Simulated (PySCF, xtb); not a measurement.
C3H3N2, SMILES C1=C[N]N=C1 (connectivity only; charge and spin as stated), charge -1, multiplicity 1.

The structure is a stationary point at r2SCAN-D4/def2-SVPD. The spin state was assumed, not searched. The isomer is the one that the SMILES or the coordinates give; other isomers of the formula were not compared.

Computed with IEF-PCM-ωB97X/def2-SVPD (PySCF 2.14.0).

The values are the electrostatic part of the solvation free energy, E(continuum) − E(gas) at the gas-phase geometry, in a cavity of scaled van der Waals radii (PySCF's table); cavitation and dispersion terms are not included. In vacuum the orbital gap is 10.40 eV.

| solvent | ε | ΔG(elec) (kcal/mol) | gap (eV) |
|---|---|---|---|
| water | 78.36 | -65.6 | 11.60 |
| benzene | 2.27 | -35.5 | 11.07 |
| acetone | 20.49 | -62.9 | 11.56 |

For comparison, GFN2-xTB/ALPB(water) (xtb, at the GFN2-xTB geometry, all terms of that model) gives -63.1 kcal/mol.
